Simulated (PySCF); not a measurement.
# Zr⁻ (zirconium, charge -1) across methods

[Kr] 4d3 5s2, high-spin 4F determinant. Computed with PySCF 2.14 in def2-TZVPPD with the def2 core potential (28 electrons), with a scalar-relativistic core potential.

| method | E (hartree) | mean ε 5s α (eV) | mean ε 5s β (eV) | mean ε 4d α (eV) | Σ⟨r²⟩ (bohr²) | ⟨S²⟩ |
| --- | --- | --- | --- | --- | --- | --- |
| LDA | -46.7886 | 0.399 | 1.170 | 2.232 | 87.05 | 3.764 |
| wB97M-V | -46.8229 | -1.167 | -0.476 | -0.551 | 87.38 | 3.757 |
| M06-2X | -46.8276 | -0.517 | 0.447 | 0.380 | 86.55 | 3.771 |
| r2SCAN | -46.9359 | 0.288 | 1.214 | 1.858 | 89.19 | 3.816 |
| PBE | -46.9217 | 0.527 | 1.296 | 2.217 | 87.71 | 3.762 |
| revPBE | -46.9548 | 0.546 | 1.332 | 2.187 | 88.22 | 3.767 |
| UHF | -46.42387 | -0.886 | 0.429 | -1.402 | 91.82 | 3.804 |
| LC-wPBE | -46.9032 | -1.476 | -0.483 | -1.083 | 88.69 | 3.777 |

Question: Estimate the same row for PBE0.

Answer: E (hartree) = -46.8995; mean ε 5s α (eV) = 0.040; mean ε 5s β (eV) = 0.848; mean ε 4d α (eV) = 1.259; Σ⟨r²⟩ (bohr²) = 88.00; ⟨S²⟩ = 3.766.

Energies and moments cover only the electrons outside the core potential.

The highest occupied level is positive at LDA, PBE0, M06-2X, r2SCAN, PBE, revPBE, UHF: only the finite basis holds that electron, at UHF too, so the state is unbound at these levels.
